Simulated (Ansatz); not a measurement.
SbH2(vinyl) (C2H5Sb). Charge 0, multiplicity 1. Geometry r2SCAN-D4/def2-TZVP, basis def2-TZVP, Ansatz.

```json
{"run": "A", "HOMO (eV)": "-7.40", "LUMO (eV)": "-0.32"}
{"run": "B", "HOMO (eV)": "-9.73", "LUMO (eV)": "1.78"}
{"run": "C", "HOMO (eV)": "-8.49", "LUMO (eV)": "0.68"}
{"run": "D", "HOMO (eV)": "-6.21", "LUMO (eV)": "-1.39"}
{"run": "E", "HOMO (eV)": "-9.52", "LUMO (eV)": "2.45"}
{"run": "F", "HOMO (eV)": "-6.45", "LUMO (eV)": "-1.20"}
```

In the def2 sets Sb takes a core potential; there is no spin–orbit coupling. LC-ωPBE has ω = 0.4 bohr⁻¹.

Task: The runs used CAM-B3LYP, HF, LC-ωPBE, PBE, r2SCAN, r2SCAN0. Estimate which is which.

Result: A r2SCAN0 (25 % exact exchange); B LC-ωPBE (range-separated); C CAM-B3LYP (range-separated); D PBE (0 % exact exchange); E HF (100 % exact exchange); F r2SCAN (0 % exact exchange). Exact exchange lowers occupied and raises empty levels; among semilocal functionals meta-GGAs tend to open the gap a little, and such runs are hard to tell apart. The gap grows from 4.82 eV (PBE) to 11.97 eV (HF).
